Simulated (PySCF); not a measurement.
Si(OH)3(NH2) (H5NO3Si), SMILES O[Si](O)(O)N. Atoms are numbered in the order given.

```xyz
10

N      1.5912    -0.5831    -0.1390
Si    -0.0145     0.0095    -0.0161
O     -0.0285     1.2826     1.0504
O     -0.6131     0.5823    -1.4427
O     -1.0050    -1.2401     0.4486
H      1.7562    -1.4349    -0.6662
H      2.3433     0.0809    -0.2943
H      0.3730     1.1269     1.9102
H     -1.5121     0.9249    -1.4174
H     -0.7236    -1.7478     1.2153
```
Charge 0, spin multiplicity 1.

The structure is a stationary point at ωB97X-D3(BJ)/def2-SVP. The geometry has at least one imaginary mode, so it is a saddle point at that level. The values are those of a single conformer.

Calculation: PBE/pcSseg-1 run with PySCF.

GIAO shieldings, no solvent; atoms listed in one row are averaged. δ = σ(ref) − σ: ¹⁵N against NH3 (σ = 267.0 ppm); ²⁹Si against TMS (σ = 335.4 ppm); ¹⁷O against H2O (σ = 334.3 ppm); ¹H against TMS (σ = 31.49 ppm), references at their B3LYP-D3(BJ)/def2-TZVP geometries, non-relativistic.

Computed chemical shifts:
```tsv
nucleus	atoms	count	δ (ppm)
¹⁵N	N1	1	26.7
²⁹Si	Si2	1	-52.1
¹⁷O	O5	1	63.0
¹⁷O	O3	1	62.9
¹⁷O	O4	1	50.1
¹H	H9	1	1.97
¹H	H10	1	1.44
¹H	H8	1	1.43
¹H	H6, H7	2	0.61
```
